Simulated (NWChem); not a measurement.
System: C4H12Sn; SMILES [CH3][Sn]([CH3])([CH3])[CH3]

NWChem input:

```
start job
memory heap 200 mb stack 900 mb global 1100 mb
geometry units angstroms noautoz
  C     -1.195422    -1.377660     1.191273
  Sn    -0.000136    -0.000658    -0.000123
  C      1.399911    -1.129379    -1.229047
  C     -1.309667     1.174778    -1.283848
  C      1.105693     1.331431     1.321726
  H     -1.762491    -2.061243     0.529928
  H     -1.911807    -0.814629     1.820635
  H     -0.540506    -1.980788     1.849771
  H      2.015192    -0.439166    -1.838399
  H      0.849489    -1.809710    -1.907607
  H      2.071026    -1.732327    -0.586931
  H     -1.878596     0.508972    -1.961534
  H     -2.025849     1.754661    -0.669761
  H     -0.712824     1.879351    -1.895134
  H      0.404323     1.910746     1.953153
  H      1.777138     0.745714     1.979244
  H      1.716816     2.038210     0.727347
end
basis spherical
  C library 3-21g
  Sn library 3-21g
  H library 3-21g
end
dft
  xc hfexch
  iterations 150
  mulliken
end
task dft energy
```

NWChem printed, in part:

```
             Northwest Computational Chemistry Package (NWChem) 7.3.0
             --------------------------------------------------------

 C1  symmetry detected

                             Geometry "geometry" -> ""
                             -------------------------

 Output coordinates in angstroms (scale by  1.889725989 to convert to a.u.)

  No.       Tag          Charge          X              Y              Z
 ---- ---------------- ---------- -------------- -------------- --------------
    1 C                    6.0000     0.45874930    -2.11635253    -0.23574663
    2 Sn                  50.0000     0.00009046    -0.00012534    -0.00020029
    3 C                    6.0000     1.62155033     1.19219146    -0.83305408
    4 C                    6.0000    -1.85349802     0.46249819    -1.04646045
    5 C                    6.0000    -0.22713562     0.46225143     2.11620697
    6 H                    1.0000     0.57730277    -2.36401887    -1.30851717
    7 H                    1.0000    -0.35953117    -2.73304236     0.18427556
    8 H                    1.0000     1.39934052    -2.36464502     0.29334407
    9 H                    1.0000     1.40038368     2.27104775    -0.71717068
   10 H                    1.0000     1.74609654     0.96752266    -1.91021261
   11 H                    1.0000     2.57034179     0.96475904    -0.30929475
   12 H                    1.0000    -1.75161461     0.23153952    -2.12465988
   13 H                    1.0000    -2.68634820    -0.13721335    -0.63053926
   14 H                    1.0000    -2.09743699     1.53679959    -0.93383036
   15 H                    1.0000    -1.04868170    -0.13897469     2.55188460
   16 H                    1.0000     0.70993755     0.23280051     2.65978663
   17 H                    1.0000    -0.46230889     1.53616072     2.24927332

 Effective nuclear repulsion energy (a.u.)     511.9856651243

  xc_inp: hfexch multiplicative factor not found.

                                 NWChem DFT Module
                                 -----------------

 Summary of "ao basis" -> "ao basis" (spherical)
 ------------------------------------------------------------------------------
       Tag                 Description            Shells   Functions and Types
 ---------------- ------------------------------  ------  ---------------------
 C                           3-21g                   5        9   3s2p
 Sn                          3-21g                  13       31   6s5p2d
 H                           3-21g                   2        2   2s

            General Information
            -------------------
          SCF calculation type: DFT
          Wavefunction type:  closed shell.
          No. of atoms     :    17
          No. of electrons :    86
           Alpha electrons :    43
            Beta electrons :    43
          Charge           :     0
          Spin multiplicity:     1
          Use of symmetry is: off; symmetry adaption is: off
          Maximum number of iterations: 150
          AO basis - number of functions:    91
                     number of shells:    57
          Convergence on energy requested:  1.00D-06
          Convergence on density requested:  1.00D-05
          Convergence on gradient requested:  5.00D-04

              XC Information
              --------------
                     Hartree-Fock (Exact) Exchange  1.000

      Superposition of Atomic Density Guess
      -------------------------------------

 Sum of atomic energies:       -6152.06758196

      Non-variational initial energy
      ------------------------------

 Total energy =   -6154.667341
 1-e energy   =   -9501.598836
 2-e energy   =    2834.945830
 HOMO         =      -0.315647
 LUMO         =       0.064014

     ---------------------------------------------
      Total Density - Mulliken Population Analysis
     ---------------------------------------------

    Atom       Charge   Shell Charges
 -----------   ------   -------------------------------------------------------
    1 C    6     7.17   1.99  0.40  1.59  1.19  2.00
    2 Sn  50    48.43   2.00  2.00  6.00  2.00  6.00  2.00  5.94  0.74  1.05  0.35  0.40 10.00  9.98
    3 C    6     7.17   1.99  0.40  1.59  1.19  2.00
    4 C    6     7.17   1.99  0.40  1.59  1.19  2.00
    5 C    6     7.17   1.99  0.40  1.59  1.19  2.00
    6 H    1     0.74   0.41  0.33
    7 H    1     0.74   0.41  0.33
    8 H    1     0.74   0.41  0.33
    9 H    1     0.74   0.41  0.33
   10 H    1     0.74   0.41  0.33
   11 H    1     0.74   0.41  0.33
   12 H    1     0.74   0.41  0.33
   13 H    1     0.74   0.41  0.33
   14 H    1     0.74   0.41  0.33
   15 H    1     0.74   0.41  0.33
   16 H    1     0.74   0.41  0.33
   17 H    1     0.74   0.41  0.33

   convergence    iter        energy       DeltaE   RMS-Dens  Diis-err
 ---------------- ----- ----------------- --------- --------- ---------
 d= 0,ls=0.0,diis     1  -6153.8480731626 -6.67D+03  4.63D-03  2.72D-01
 d= 0,ls=0.0,diis     2  -6153.8878423218 -3.98D-02  1.54D-03  1.99D-02
 d= 0,ls=0.0,diis     3  -6153.8911124567 -3.27D-03  5.58D-04  2.22D-03
 d= 0,ls=0.0,diis     4  -6153.8914721007 -3.60D-04  7.87D-05  1.29D-05
 d= 0,ls=0.0,diis     5  -6153.8914758017 -3.70D-06  1.07D-05  2.43D-07
 d= 0,ls=0.0,diis     6  -6153.8914758764 -7.47D-08  2.69D-06  9.76D-09

         Total DFT energy =    -6153.891475876434
      One electron energy =    -9506.108207016758
           Coulomb energy =     3023.746676186299
    Exchange-Corr. energy =     -183.515610170254
 Nuclear repulsion energy =      511.985665124278

 Numeric. integr. density =        0.000000000000

                       DFT Final Molecular Orbital Analysis
                       ------------------------------------

[...]
```

Level: Hartree-Fock/3-21G, non-relativistic. Coordinates come from a PBE-D3(BJ)/def2-SVP (def2 core potentials past Kr) optimisation. Not confirmed as a minimum by frequencies.
